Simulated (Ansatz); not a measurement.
`Cl[SiH2][GeH3]` + `CCN` → `CCN[SiH2]Cl` + GeH₄ at 600 K and 1 bar (cleavage of the Si–Ge bond).

Program: Ansatz. Geometries: PBE0-D4/def2-TZVP. ΔE: electronic, gas phase. CCSD(T)/CBS adds triple-zeta CCSD(T) − MP2 to the extrapolated MP2 energy (def2 sets, frozen cores). For Ge outer-core shells are correlated without core-valence functions, which leaves a few kJ/mol of doubt a bond. Scalar relativity is left out up to krypton. Each species was taken in one conformer, which may not be the lowest.

```json
{"species": "`Cl[SiH2][GeH3]`", "CCSD(T)/CBS energy (Eh)": "-2828.01436", "H − E (kJ/mol)": "162.9", "S (J/(mol·K))": "414.1"}
{"species": "`CCN`", "CCSD(T)/CBS energy (Eh)": "-135.01652", "H − E (kJ/mol)": "286.3", "S (J/(mol·K))": "335.4"}
{"species": "`CCN[SiH2]Cl`", "CCSD(T)/CBS energy (Eh)": "-884.55705", "H − E (kJ/mol)": "335.6", "S (J/(mol·K))": "461.2"}
{"species": "GeH₄", "CCSD(T)/CBS energy (Eh)": "-2078.49493", "H − E (kJ/mol)": "105.8", "S (J/(mol·K))": "256.4"}
```

H − E and S are ideal-gas, rigid-rotor, harmonic terms from PBE0-D4/def2-TZVP, for one conformer and one mirror image of each species. 1 Eh = 2625.50 kJ/mol, R = 8.31446 J/(mol·K).

Q: By hand: ΔE, ΔH, ΔS and ΔG.

A: ΔE = (-884.55705) + (-2078.49493) − (-2828.01436) − (-135.01652) = -0.02110 Eh = -55.4 kJ/mol. Δ(H − E) = 335.6 + 105.8 − 162.9 − 286.3 = -7.8, so ΔH = -63.2 kJ/mol. ΔS = 461.2 + 256.4 − 414.1 − 335.4 = -31.9 J/(mol·K). ΔG = -63.2 − 600 × (-31.9)/1000 = -44.1 kJ/mol.

Q: By hand: the equilibrium constant, and the temperature at which ΔG would vanish if ΔH and ΔS stayed fixed.

A: log₁₀ K = −ΔG/(RT ln 10) = 3.8. ΔG = 0 at ΔH/ΔS = 1981 K.

ΔH outweighs TΔS. A doubt of 5 kJ/mol in ΔE shifts log₁₀ K by 0.4 here. Other conformers and mirror images would add mixing entropy, several J/(mol·K) or more a flexible species. These are equilibria of isolated gas molecules and say nothing of rates. Largest T1 diagnostic: 0.012 (customary marks: 0.02 for closed shells, 0.045 for open ones).
